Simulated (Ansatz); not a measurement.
The cluster Na21⁻, relaxed as a singlet with RKS PBE/def2-SVP in Ansatz, starting from packed atoms. Force threshold 0.03 eV/Å.

The restricted singlet is unstable towards broken spin symmetry in Hartree–Fock (as tested in another run); at PBE/def2-SVP this wasn't settled. Another isomer (singlet) lies 1.18 eV lower at PBE0/def2-TZVP; other spin states weren't run for this one.

Start:

```tsv
atom	x (Å)	y (Å)	z (Å)
Na1	-5.9655	-2.2476	-1.8824
Na2	-0.4834	-4.6692	-3.0335
Na3	6.1694	-5.1480	-2.5271
Na4	6.6043	-0.9403	2.9052
Na5	-3.7744	-4.4374	-3.2356
Na6	-4.1260	0.8332	-0.4121
Na7	-0.7434	0.6209	0.0478
Na8	-7.7887	0.2240	-0.2072
Na9	2.6966	-4.8076	-2.5778
Na10	4.3678	-2.2104	-1.2270
Na11	-4.3704	5.8627	2.2717
Na12	-0.9406	5.5710	2.7189
Na13	2.8915	0.6513	0.3429
Na14	0.7808	3.2265	1.6307
Na15	1.0066	-2.0345	-1.2306
Na16	4.0456	3.6732	1.7933
Na17	6.4002	-0.1610	-0.1151
Na18	4.6716	1.4628	4.1429
Na19	-6.3818	3.1253	1.0030
Na20	-2.5594	3.0906	1.3066
Na21	-2.5009	-1.6855	-1.7146
```

(1) Estimate the energy that the relaxation releases and the steps that it takes.

(2) Does the start keep its bonding and symmetry?

(3) Predict the relaxed structure.

## Answers

(1) 1.91 eV, in 44 steps; 3.6 min on 2 threads of AMD EPYC 7R13 on a shared host and a share (18 GiB) of an NVIDIA H100 80GB HBM3. The force fell under the threshold at step 35, but the optimiser went on and released 0.285 eV more. No frequencies were taken in this run, so the end may be a saddle point.

(2) Bonds lost: Na12–Na20, Na13–Na14, Na13–Na17 (atoms count from 1). Bonds formed: Na4–Na7, Na4–Na10, Na4–Na13, Na4–Na14, Na4–Na15, Na11–Na14, Na12–Na16, Na12–Na18 (atoms count from 1).

(3) 
```xyz
21

Na   -5.895   -1.977   -2.288
Na   -0.390   -5.071   -2.973
Na    6.477   -3.923   -2.400
Na    2.423   -0.229    2.041
Na   -3.951   -4.669   -3.559
Na   -3.266    0.471   -1.254
Na   -1.214   -0.338    1.409
Na   -6.777    1.079   -0.892
Na    3.112   -4.662   -2.689
Na    4.273   -1.674   -0.910
Na   -2.181    4.903    3.168
Na    1.246    5.614    3.140
Na    1.183    0.641   -1.054
Na    0.286    2.184    3.336
Na    0.911   -2.835   -0.394
Na    2.390    3.517    0.491
Na    5.236    1.367    0.522
Na    3.887    2.890    3.482
Na   -4.201    2.389    1.569
Na   -1.026    3.160    0.228
Na   -2.524   -2.837   -0.974
```
Bond lengths (bridged metal pairs left out): 53 × Na–Na 3.40 to 3.87 Å.
